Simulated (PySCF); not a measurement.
## Working out the ionisation energy of Sb

Sb [Kr] 4d10 5s2 5p3 (4S) → Sb⁺ [Kr] 4d10 5s2 5p2 (3P). All numbers are calculated (PySCF 2.14, a scalar-relativistic core potential, in cc-pVTZ-PP with ECP28MDF). Frozen: 4s2 4p6 4d10. Energies in hartree (1 hartree = 27.21139 eV):

```json
{"part": "UHF", "Sb (lower)": "-239.277759", "Sb⁺ (upper)": "-238.961838"}
{"part": "CCSD correlation", "Sb (lower)": "-0.073059", "Sb⁺ (upper)": "-0.058853"}
{"part": "(T)", "Sb (lower)": "-0.002439", "Sb⁺ (upper)": "-0.001401"}
```

What does Hartree-Fock give?

(-238.961838) − (-239.277759) = 0.315921 hartree = 8.597 eV.

What do CCSD and CCSD(T) give?

The CCSD correlation energies differ by 0.014206 hartree = 0.387 eV and the triples by 0.001038 hartree = 0.028 eV, so CCSD gives 8.984 eV and CCSD(T) 9.012 eV.

Measured between the centres of the two terms (NIST): 9.124 eV, so CCSD(T) (valence) is off by -0.112 eV.

What remains against the reference includes basis incompleteness, the frozen core and higher excitations.
